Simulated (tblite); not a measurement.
C₃H₁₂ClNSi₄.
Bonds: C1–C2 (triple), C2–Si3, Si3–N4, N4–C5, C5–Si6, N4–Si7, Si7–Si8, Si8–Cl9. Hydrogens: H10 on C1; H11, H12 on Si3; H13, H14 on C5; H15, H16, H17 on Si6; H18, H19 on Si7; H20, H21 on Si8.

Computed with GFN2-xTB (tblite), gas phase: L-BFGS steps from a force-field or distance-geometry start until the largest atomic force falls under 0.01 eV/Å.

At the end of the run (lengths in Å): Si7–Si8 2.307, C5–Si6 1.908, Si8–Cl9 2.030, N4–Si7 1.734, N4–C5 1.458, C5–H14 1.096, Si3–N4 1.740, Si3–N4–Si7 121.9°, N4–Si7–Si8 108.7°, C5–N4–Si7 118.2°, Si7–Si8–Cl9 107.9°, C2–Si3–N4–C5 31°, Si3–N4–C5–Si6 82°, Si3–N4–Si7–Si8 151°, H20–Si8–Si7–N4 -51°, H18–Si7–Si8–Cl9 69°.

Task: These geometries were met on the way; a selection of coordinates is given. Order them by energy above the end point, lowest first.
A. Si7–Si8 2.307, C5–Si6 1.912, Si8–Cl9 2.032, N4–Si7 1.733, N4–C5 1.460, C5–H14 1.096, Si3–N4 1.746, Si3–N4–Si7 120.0°, N4–Si7–Si8 114.4°, C5–N4–Si7 119.7°, Si7–Si8–Cl9 110.0°, C2–Si3–N4–C5 3°, Si3–N4–C5–Si6 82°, Si3–N4–Si7–Si8 158°, H20–Si8–Si7–N4 12°, H18–Si7–Si8–Cl9 126°
B. Si7–Si8 2.272, C5–Si6 1.916, Si8–Cl9 2.011, N4–Si7 1.725, N4–C5 1.466, C5–H14 1.096, Si3–N4 1.746, Si3–N4–Si7 115.9°, N4–Si7–Si8 114.7°, C5–N4–Si7 115.6°, Si7–Si8–Cl9 111.5°, C2–Si3–N4–C5 11°, Si3–N4–C5–Si6 70°, Si3–N4–Si7–Si8 166°, H20–Si8–Si7–N4 18°, H18–Si7–Si8–Cl9 139°
C. Si7–Si8 2.314, C5–Si6 1.911, Si8–Cl9 2.023, N4–Si7 1.737, N4–C5 1.462, C5–H14 1.094, Si3–N4 1.747, Si3–N4–Si7 118.3°, N4–Si7–Si8 113.5°, C5–N4–Si7 117.8°, Si7–Si8–Cl9 111.4°, C2–Si3–N4–C5 9°, Si3–N4–C5–Si6 75°, Si3–N4–Si7–Si8 164°, H20–Si8–Si7–N4 17°, H18–Si7–Si8–Cl9 133°
D. Si7–Si8 2.276, C5–Si6 1.906, Si8–Cl9 2.032, N4–Si7 1.739, N4–C5 1.475, C5–H14 1.088, Si3–N4 1.745, Si3–N4–Si7 111.1°, N4–Si7–Si8 112.5°, C5–N4–Si7 114.2°, Si7–Si8–Cl9 111.8°, C2–Si3–N4–C5 20°, Si3–N4–C5–Si6 61°, Si3–N4–Si7–Si8 170°, H20–Si8–Si7–N4 25°, H18–Si7–Si8–Cl9 143°
E. Si7–Si8 2.240, C5–Si6 1.843, Si8–Cl9 2.094, N4–Si7 1.793, N4–C5 1.411, C5–H14 1.137, Si3–N4 1.763, Si3–N4–Si7 108.3°, N4–Si7–Si8 110.8°, C5–N4–Si7 114.6°, Si7–Si8–Cl9 111.7°, C2–Si3–N4–C5 24°, Si3–N4–C5–Si6 59°, Si3–N4–Si7–Si8 170°, H20–Si8–Si7–N4 25°, H18–Si7–Si8–Cl9 143°

Result: A (0.095 eV), C (0.155 eV), B (0.261 eV), D (0.455 eV), E (0.742 eV).

```tsv
step	E above end (eV)	rms distance from the end, all atoms (Å)	largest force (eV/Å)	rms shift of all bonds from the end (Å)
36	0.095	0.736	0.077	0.002
16	0.155	0.767	0.179	0.005
8	0.261	0.782	0.350	0.012
3	0.455	0.802	0.432	0.009
0	0.742	0.806	2.770	0.034
```

Rows stand in the order of the answer.
